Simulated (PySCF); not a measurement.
CH5Ge, SMILES [GeH3][CH2], multiplicity 2.

Geometry: PBE-D3(BJ)/def2-TZVP. The isomer is the one that the SMILES or the coordinates give; other isomers of the formula were not compared.

Computed with PySCF with TDA-LC-ωPBE/def2-SVPD.

Vertical excitations. 

```tsv
state	energy (eV)	λ (nm)	f	main pairs
root 1	4.98	249	0.003	β HOMO−1→LUMO 87 %
root 2	6.32	196	0.001	β HOMO→LUMO 50 %, β HOMO−3→LUMO 42 %
root 3	6.57	189	0.011	α HOMO→LUMO+1 56 %, α HOMO→LUMO 38 %
root 4	7.04	176	0.026	α HOMO→LUMO+3 5 %, β HOMO−2→LUMO 80 %
root 5	7.25	171	0.013	α HOMO→LUMO 40 %, α HOMO→LUMO+1 24 %, α HOMO→LUMO+2 6 %
root 6	7.53	165	0.001	α HOMO→LUMO+2 78 %
root 7	7.62	163	0.008	β HOMO−3→LUMO 45 %, β HOMO→LUMO 36 %
root 8	8.01	155	0.042	α HOMO→LUMO+3 73 %, β HOMO−2→LUMO 8 %
root 9	8.25	150	0.003	α HOMO−1→LUMO 21 %, α HOMO→LUMO+3 10 %, α HOMO−1→LUMO+2 6 %, α HOMO−1→LUMO+4 6 %, β HOMO→LUMO+1 19 %, β HOMO→LUMO+3 5 %, β HOMO→LUMO+5 5 %
root 10	8.29	150	0.003	α HOMO→LUMO+4 45 %, α HOMO−3→LUMO 7 %, β HOMO−2→LUMO+1 10 %
```
Unrestricted roots are not spin-pure.
